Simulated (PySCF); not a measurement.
A GIAO shielding run with PySCF 2.14 (density fitting, non-relativistic, gas phase) on SMILES O[Si@@]([SiH3])([SiH2][SiH3])S[SiH3], H12OSSi5:

```
$ OMP_NUM_THREADS=1 python probes_run.py task.json out

{"job": {"kind": "nmr", "xc": "PBE0", "basis": "pcSseg-1"}, "charge": 0, "multiplicity": 1}
O      2.050094    -0.359761     1.267615
Si     0.540703     0.150077     0.895809
Si    -0.370297     1.292849     2.717426
Si     0.853298     0.997646    -1.249229
Si     1.586447    -0.483920    -2.883149
S     -0.559065    -1.776778     0.730405
Si    -2.502963    -1.242520     0.087284
H      2.206095    -1.175961     1.736919
H      0.632075     2.176130     3.322000
H     -1.478974     2.142829     2.266556
H     -0.896376     0.451780     3.801014
H     -0.418855     1.630064    -1.657800
H      1.756085     2.152221    -1.104961
H      0.884359    -1.767152    -2.794287
H      3.020183    -0.765764    -2.765653
H      1.369385     0.013869    -4.247475
H     -3.187046    -2.516140    -0.046050
H     -3.104766    -0.379438     1.098666
H     -2.390187    -0.530780    -1.182554
```

Hardware: 1 thread of an Intel Xeon 6975P-C, shared host. The job also computes population analyses, field gradients.

**Question.** How large is the calculation?

**Answer.** 106 electrons, 221 basis functions and 1295 auxiliary functions.

**Question.** How long does it take, and how much memory does it need?

**Answer.** 34 s of wall time, with 13 SCF cycles and 4 response iterations; peak memory 1 GiB. Times on a shared host scatter by some tens of per cent.
